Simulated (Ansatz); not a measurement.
This geometry of CH5AlBNO2 (11 atoms, charge 0, multiplicity 1) is a first-order saddle point.

The calculation used RHF/def2-SVP (Ansatz 0.2.0).

```xyz
11
Properties=species:S:1:pos:R:3
N 0.190 -2.397 -1.019
C 0.345 -1.611 0.129
O 1.536 -0.744 0.158
Al 0.197 0.293 0.221
B -0.430 2.355 0.245
O -0.748 2.902 1.430
H -0.456 -2.165 -1.738
H 0.607 -3.301 -1.073
H 0.358 -2.223 1.031
H -0.516 3.027 -0.755
H -1.019 3.808 1.392
```

**Question.** Which two structures does it join? (They come from a converged band through this point; their orientation in space is the band's.)

**Answer.** No bond is made or broken. The height of N1 over the plane of its neighbours goes from 0.35 to -0.36 Å.

Image 0:

```xyz
11
Properties=species:S:1:pos:R:3
N -0.013 -2.514 -0.945
C 0.228 -1.644 0.147
O 1.425 -0.804 0.054
Al 0.103 0.260 0.216
B -0.448 2.344 0.248
O -0.640 2.923 1.444
H -0.103 -2.035 -1.821
H 0.728 -3.188 -1.041
H 0.269 -2.233 1.063
H -0.599 2.999 -0.756
H -0.883 3.836 1.412
```

Image 6:

```xyz
11
Properties=species:S:1:pos:R:3
N 0.240 -2.215 -1.186
C 0.291 -1.613 0.119
O 1.470 -0.798 0.278
Al 0.146 0.281 0.226
B -0.383 2.368 0.243
O -0.764 2.908 1.411
H -0.682 -2.558 -1.386
H 0.878 -2.992 -1.259
H 0.218 -2.322 0.948
H -0.360 3.057 -0.748
H -0.988 3.827 1.373
```

**Question.** How far does it lie above each of them?

**Answer.** 0.181 eV above the first and 0.105 eV above the second. This is the barrier of this one path; another mechanism may lie lower.

Run time: 3.2 min on 2 threads of Arm Neoverse V2, on a shared host, peak memory 0.23 GiB.
